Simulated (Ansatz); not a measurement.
Relaxation of CH3SSe (6 atoms, charge -1, multiplicity 1), to a largest force component of 0.015 eV/Å in at most 40 steps.

All numbers below come from RKS B3LYP-D4/def2-SVP in Ansatz.

```xyz
6
Properties=species:S:1:pos:R:3:forces:R:3
C -0.403 0.414 -0.220 0.17 -0.19 0.58
S 0.273 -0.352 1.288 0.92 0.18 -0.17
Se -1.532 -1.247 2.168 -0.75 -0.40 0.42
H -1.146 1.140 0.096 -0.49 0.38 -0.12
H 0.398 0.905 -0.767 0.49 0.33 -0.35
H -0.861 -0.351 -0.841 -0.35 -0.30 -0.37
```

Problem. Where does it end, and by what steps?

Solution. It converged. Limits of this set-up: an anion without diffuse functions, the dipole of an ion depends on the origin. After 5 steps the energy has fallen by 0.062 eV; Se3 moved furthest, 0.08 Å.

| step | energy less start (eV) | largest force component (eV/Å) | accepted |
| --- | --- | --- | --- |
| 0 | 0.0000 | 0.920 | yes |
| 1 | -0.0571 | 0.254 | yes |
| 2 | -0.0609 | 0.094 | yes |
| 3 | -0.0617 | 0.042 | yes |
| 4 | -0.0617 | 0.029 | yes |
| 5 | -0.0617 | 0.013 | yes |

```xyz
6
Properties=species:S:1:pos:R:3
C -0.397 0.417 -0.213
S 0.293 -0.362 1.290
Se -1.552 -1.289 2.230
H -1.164 1.166 0.050
H 0.421 0.914 -0.770
H -0.872 -0.337 -0.864
```

Time of the run: 19 s on 1 thread of Arm Neoverse V2 (shared host), peak memory 0.16 GiB.
